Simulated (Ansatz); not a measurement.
Consider the redistribution: `[OH][Ti]([OH])([F])[Cl]` + `CC1=CC(C(F)(F)F)=[O+][Ti-]([CH3])([F])([F])[O]1` → `CC1=CC(C(F)(F)F)=[O+][Ti-]([OH])([OH])([F])[O]1` + `[CH3][Ti]([F])([F])[Cl]`.

Calculated with Ansatz (gas phase, PBE0-D4/def2-TZVP geometries, no zero-point term in ΔE). CCSD(T)/CBS adds triple-zeta CCSD(T) − MP2 to the extrapolated MP2 energy (def2 sets, frozen cores). Functionals use def2-TZVPP. B3LYP here is the variant with VWN-RPA as its local correlation; programs differ in this. HSE06 is defined as in plane-wave codes. For Ti outer-core shells are correlated without core-valence functions, which leaves a few kJ/mol of doubt a bond. Scalar relativity is left out up to krypton. Each species was taken in one conformer, which may not be the lowest.

| level | ΔE (kcal/mol) | difference from CCSD(T)/CBS |
| --- | --- | --- |
| LDA (SPW92) | 2.8 | 0.4 |
| PBE-D4 | 2.3 | -0.1 |
| revPBE-D4 | 2.1 | -0.3 |
| BLYP-D4 | 2.5 | 0.1 |
| r2SCAN-D4 | 2.4 | 0.0 |
| B97M-V | 2.3 | -0.1 |
| PBE0-D4 | 2.9 | 0.5 |
| B3LYP-D4 | 3.0 | 0.6 |
| r2SCAN0-D4 | 3.0 | 0.6 |
| HSE06-D4 | 2.9 | 0.5 |
| BHLYP-D4 | 3.7 | 1.3 |
| CAM-B3LYP-D4 | 3.2 | 0.8 |
| ωB97M-V | 2.8 | 0.4 |
| PBE-QIDH | 3.1 | 0.7 |
| PBE | 2.3 | -0.1 |
| revPBE | 2.1 | -0.3 |
| BLYP | 2.4 | 0.0 |
| r2SCAN | 2.3 | -0.1 |
| PBE0 | 2.9 | 0.5 |
| B3LYP | 2.9 | 0.5 |
| r2SCANh | 2.6 | 0.2 |
| r2SCAN0 | 2.9 | 0.5 |
| HSE06 | 2.9 | 0.5 |
| BHLYP | 3.6 | 1.2 |
| CAM-B3LYP | 3.2 | 0.8 |
| LC-ωPBE | 3.0 | 0.6 |
| RPA@PBE/def2-TZVPP | 2.0 | -0.4 |
| HF/def2-SVP | 5.4 | 3.0 |
| MP2/def2-SVP | 4.4 | 2.0 |
| CCSD/def2-SVP | 4.6 | 2.2 |
| MP2/def2-TZVPP | 3.2 | 0.8 |
| SCS-MP2/def2-TZVPP | 3.1 | 0.7 |
| CCSD/def2-TZVPP | 3.2 | 0.8 |
| CCSD(T)/def2-TZVPP | 2.9 | 0.5 |
| HF/def2-QZVPP | 4.2 | 1.8 |
| MP2/def2-QZVPP | 2.9 | 0.5 |
| SCS-MP2/def2-QZVPP | 2.8 | 0.4 |
| HF/CBS(def2) | 4.2 | 1.8 |
| MP2/CBS(def2) | 2.7 | 0.3 |
| CCSD/CBS(def2) | 2.8 | 0.4 |
| CCSD(T)/CBS | 2.4 | 0 |

Largest T1 diagnostic among the species: 0.024, so the coupled-cluster value is less sure than usual.

Leaving LDA and LC-ωPBE aside and taking each functional with its dispersion term where it has one, the values spread over 1.6 kcal/mol, from revPBE-D4 to BHLYP-D4. In def2-TZVPP, CCSD(T) changes the Hartree–Fock value by −1.4 kcal/mol (the triples alone add −0.3 kcal/mol) and MP2 by −1.1 kcal/mol.
